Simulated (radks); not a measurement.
The numbers below are computed, except where a source is named.
The nuclear charge of neutral mercury is varied continuously with 80 electrons held in [Hg]. Level of theory: scalar-relativistic Kohn-Sham, r2SCAN, spin-unpolarised, spherical densities, finite nucleus; meta-GGA in the generalised Kohn-Sham scheme; Fermi nuclear charge, rms radius 5.4648 fm (a radial shooting solver on a logarithmic mesh with Libxc functionals). By the Hellmann-Feynman theorem dE/dZ = E(electron-nucleus)/Z, the electronic potential at the nucleus (averaged over a nucleus of fixed radius). The scalar-relativistic energy here is not variational (the density holds large components alone), so the two differ by a part that grows with Z.

| Z | E (hartree) | E(electron-nucleus)/Z (hartree) | HOMO | e(HOMO) (eV) | <r> HOMO (bohr) |
|---|---|---|---|---|---|
| 79.75 | -19466.4989 | -607.875 | 6s | -4.959 | 2.774 |
| 80 | -19620.2429 | -610.865 | 6s | -7.038 | 2.672 |
| 80.25 | -19774.7520 | -613.858 | 6s | -9.244 | 2.584 |
| 80.5 | -19930.0272 | -616.854 | 6s | -11.567 | 2.506 |
| 80.75 | -20086.0695 | -619.855 | 6s | -14.000 | 2.436 |
| 81 | -20242.8802 | -622.860 | 6s | -16.537 | 2.372 |

The central difference of E at Z = 80 is -616.506 hartree, to compare with the third column; the second derivative is -12.2 hartree.
